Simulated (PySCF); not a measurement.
**Cl²⁺ (chlorine, charge +2): UHF calculation**

Configuration: [Ne] 3s2 3p2 4s1, high-spin 4P determinant (an excited configuration). Calculation: PySCF 2.14, in aug-cc-pVTZ-DK; scalar relativity by spin-free X2C-1e.

- Total energy: -458.838911 hartree
- One-electron energy: -615.8481 hartree
- Hartree (Coulomb) energy: 183.7484 hartree
- Exchange energy: -26.7392 hartree
- ⟨S²⟩: 3.7584
- ⟨L²⟩: 2.204
- Sum of ⟨r⟩: 13.05 bohr
- Sum of ⟨r²⟩: 26.95 bohr²
- Traceless quadrupole moment −½Σ⟨3z² − r²⟩ along its main axis: 2.14 e·bohr²
- Langevin diamagnetic susceptibility: -21.3 ×10⁻⁶ cm³/mol

```json
{"shell": "1s α", "electrons": "1", "mean orbital energy (eV)": "-2902.3", "spread (eV)": "0", "rms radius, mean of both spins (bohr)": "0.105"}
{"shell": "1s β", "electrons": "1", "mean orbital energy (eV)": "-2901.3", "spread (eV)": "0", "rms radius, mean of both spins (bohr)": "0.105"}
{"shell": "2s α", "electrons": "1", "mean orbital energy (eV)": "-327.15", "spread (eV)": "0", "rms radius, mean of both spins (bohr)": "0.477"}
{"shell": "2s β", "electrons": "1", "mean orbital energy (eV)": "-326.11", "spread (eV)": "0", "rms radius, mean of both spins (bohr)": "0.477"}
{"shell": "2p α", "electrons": "3", "mean orbital energy (eV)": "-256.41", "spread (eV)": "0.765", "rms radius, mean of both spins (bohr)": "0.450"}
{"shell": "2p β", "electrons": "3", "mean orbital energy (eV)": "-254.86", "spread (eV)": "0.869", "rms radius, mean of both spins (bohr)": "0.450"}
{"shell": "3s α", "electrons": "1", "mean orbital energy (eV)": "-61.690", "spread (eV)": "0", "rms radius, mean of both spins (bohr)": "1.51"}
{"shell": "3s β", "electrons": "1", "mean orbital energy (eV)": "-53.622", "spread (eV)": "0", "rms radius, mean of both spins (bohr)": "1.51"}
{"shell": "3p α", "electrons": "2", "mean orbital energy (eV)": "-44.916", "spread (eV)": "0", "rms radius, mean of both spins (bohr)": "1.66"}
{"shell": "4s α", "electrons": "1", "mean orbital energy (eV)": "-17.391", "spread (eV)": "0", "rms radius, mean of both spins (bohr)": "3.90"}
```

The outer electron is Rydberg-like, and this basis confines it to a smaller radius and binds it less than a complete one would.

Densities and radii are taken from the X2C orbitals without a picture-change correction, which distorts them close to the nucleus.

Spin-orbit constants ζ (cm⁻¹) from the X2C one-electron operator on these orbitals: bare nucleus, nucleus screened by l(l+1)(2l+1)/3 electrons, and screened by the Breit-Pauli mean field of the electrons.

```csv
shell,bare,screened nucleus,mean field
2p,10020,8843,8307
3p,974.5,859.9,800.0
```

To first order the Landé constant is A = 266.7 cm⁻¹, so the lowest level has J = 1/2 and lies 0.0827 eV below the centre of the term. This holds in LS coupling only.
